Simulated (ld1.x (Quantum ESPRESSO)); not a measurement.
# Scattering properties, PAW potential for C

* Element: carbon
* Generator: ld1.x (Quantum ESPRESSO) 7.5
* Type: PAW
* Functional: LDA (PZ)
* Relativity: scalar-relativistic
* Frozen core: [He]
* Valence charge: 4
* Reference configuration: 2s1 2p3
* Partial waves: 2s (bound): rcut 0.90, rcutus 1.05 bohr; 2s channel at 3.25 Ry: rcut 0.90, rcutus 1.05 bohr; 2p (bound): rcut 2.40, rcutus 3.20 bohr; 2p channel at -0.05 Ry: rcut 2.40, rcutus 3.20 bohr; 3d channel at 0.3 Ry: rcut 2.65, rcutus 3.05 bohr; 3d channel at 2.9 Ry: rcut 2.65, rcutus 3.05 bohr
* Local potential: all-electron potential smoothed inside 1.45 bohr (lloc = -1)
* Core correction: Bessel-smoothed model core inside 0.55 bohr
* Augmentation charge: PSQ, radius 0.70 bohr

The phase is arctan(r·u′/u) with u = r·R(r), unwrapped; energies in Ry, scanned from -3 to 5 Ry. A pole is an energy at which the radial function vanishes at the test radius. The pseudo phase is shifted by a multiple of π to meet the all-electron one at the reference energy, and phase errors are pseudo minus all-electron; the curves can meet again beyond the range given. Levels narrower than the energy grid can be missing from the lists of poles.

```tsv
channel	radius (bohr)	reference energy (Ry)	poles, all-electron	poles, pseudo	unbroken range about the reference energy with phases within 0.05 rad	phase error 1 Ry above the reference energy (rad)
s	3.50	-1.04	-0.97, 2.02	-0.97, 2.02	the whole range	+0.000
p	3.50	-0.43	-0.32, 2.19	-0.32, 0.67	below 0.3	-1.917
d	3.50	0.30	1.70	1.72	below 2.4	+0.006
```

The ghost test of this file was not conclusive. Its overlap operator is not positive definite in a basis up to 400 Ry (lowest eigenvalue p -0.11, d -343.06), so the file is unfit for use: the generalised eigenproblem breaks down once the basis is large enough, and its test numbers describe a broken file.

Phases in the p channel:

```
E (Ry)  all-electron  pseudo
 -3.00         1.402   1.395
 -2.76         1.394   1.387
 -2.52         1.385   1.377
 -2.28         1.375   1.366
 -2.04         1.362   1.353
 -1.80         1.347   1.337
 -1.56         1.327   1.317
 -1.32         1.299   1.289
 -1.08         1.257   1.247
 -0.84         1.176   1.166
 -0.60         0.854   0.843
 -0.36        -1.464  -1.465
 -0.12        -1.775  -1.776
  0.12        -1.917  -1.921
  0.36        -2.099  -2.229
  0.60        -2.494  -4.508
  0.84        -3.426  -4.942
  1.08        -4.151  -5.124
  1.32        -4.425  -5.334
  1.56        -4.554  -5.667
  1.80        -4.631  -6.207
  2.04        -4.685  -6.781
  2.28        -4.729  -7.149
  2.52        -4.768  -7.355
  2.76        -4.808  -7.478
  3.00        -4.854  -7.558
  3.24        -4.914  -7.614
  3.48        -5.009  -7.655
  3.72        -5.198  -7.687
  3.96        -5.736  -7.712
  4.20        -6.881  -7.733
  4.44        -7.401  -7.750
  4.68        -7.584  -7.765
  4.92        -7.673  -7.777
```
